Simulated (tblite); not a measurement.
C6H10FN.
Structure used (GFN2-xTB), in Å, numbered top down from 1:
```xyz
18
C6H10FN angstrom
C      1.9676    0.4225    0.7044
C      0.8434   -0.1094   -0.1757
C     -0.1844    0.9419   -0.5284
N      0.1513    2.1071   -0.8466
C     -1.5678    0.3407   -0.4149
C     -1.3360   -1.1613   -0.2500
C      0.0211   -1.2454    0.4466
F     -0.1529   -1.0315    1.8013
H      2.4125    1.2891    0.2257
H      1.5745    0.7227    1.6718
H      2.7261   -0.3417    0.8553
H      1.2679   -0.4807   -1.1155
H     -0.6162    2.7358   -1.0729
H     -2.0435    0.7532    0.4789
H     -2.1914    0.5883   -1.2746
H     -1.2697   -1.6529   -1.2209
H     -2.1124   -1.6463    0.3395
H      0.5015   -2.2259    0.3642
```

All values are computed: GFN2-xTB (tblite) harmonic vibrations without scaling, gas phase. Errors from tens to a few hundred cm⁻¹ against measured bands are possible. One conformer, not necessarily the lowest.

Harmonic wavenumbers (cm⁻¹): 56.8, 133.6, 182.4, 237.6, 242.0, 367.7, 415.3, 453.1, 544.6, 589.2, 727.3, 756.5, 825.1, 859.8, 898.7, 942.4, 987.1, 1015.3, 1023.3, 1050.8, 1077.3, 1110.8, 1134.0, 1161.9, 1177.4, 1229.4, 1243.7, 1262.0, 1275.5, 1298.3, 1310.0, 1318.6, 1401.0, 1441.6, 1470.0, 1480.2, 1492.6, 1762.5, 2921.1, 2937.5, 2963.4, 2993.2, 3002.3, 3019.5, 3038.7, 3057.1, 3066.3, 3337.6.

A = 2698, B = 2175, C = 1432 MHz; mass 115.080 u (most abundant isotopes); point group C1, symmetry number 1.

Q: What is the zero-point energy?

A: ½Σν̃ = 33146 cm⁻¹ = 94.77 kcal/mol.

Q: Give the ideal-gas entropy at 400 K and 1 bar in the rigid-rotor, harmonic-oscillator model (classical rotation).

A: Translation 41.62, rotation 28.91, vibration 27.62: S = 98.2 cal/(mol K).

Q: And Cp and H(400 K) − H(0)?

A: Cp = 41.76 cal/(mol K), of which vibrations give 33.81 (their classical limit is 48 R = 95.4); H(400 K) − H(0) = 9.34 kcal/mol without the zero-point energy, 6.16 from vibrations.

Q: How do the functions run with temperature in this model?

A: 
| T (K) | S (cal/(mol K)) | Cp (cal/(mol K)) | H − H(0) (kcal/mol) | G − H(0) (kcal/mol) | ln q(vib) |
| --- | --- | --- | --- | --- | --- |
| 150 | 70.9 | 18.5 | 1.92 | -8.72 | 1.67 |
| 250 | 82.3 | 27.0 | 4.18 | -16.39 | 3.37 |
| 298.15 | 87.4 | 31.7 | 5.59 | -20.47 | 4.23 |
| 600 | 118.3 | 57.7 | 19.38 | -51.60 | 10.16 |
| 900 | 144.8 | 72.8 | 39.15 | -91.18 | 16.24 |

q(vib) and H(0) count from the zero-point level.

Q: Which modes carry the vibrational entropy at 400 K?

A: 56.8 cm⁻¹: 5.15; 133.6 cm⁻¹: 3.46; 182.4 cm⁻¹: 2.86; 237.6 cm⁻¹: 2.36; 242.0 cm⁻¹: 2.32; 367.7 cm⁻¹: 1.57 cal/(mol K); the other 42 give 9.90 together.

Q: What must be added to the electronic energy to get the Gibbs energy at 400 K and 1 bar?

A: ZPE + [H(400 K) − H(0)] − T·S = 94.77 + 9.34 − 39.26 = 64.85 kcal/mol.

Q: Blend soft modes into free rotors: weight 1/[1 + (100 cm⁻¹/ν̃)⁴] for the oscillator and the rest for a rotor with moment μB/(μ + B), μ = h/(8π²ν), B = 10⁻⁴⁴ kg m². What vibrational entropy results?

A: 26.15 cal/(mol K) in place of 27.62, which changes −T·S at 400 K by +0.59 kcal/mol.

Hindered rotation and anharmonicity are outside this model. Other conformers, if any are populated, would add a mixing term that is left out. The structure is chiral; the term R ln 2 for an equal mix with its mirror image is left out.
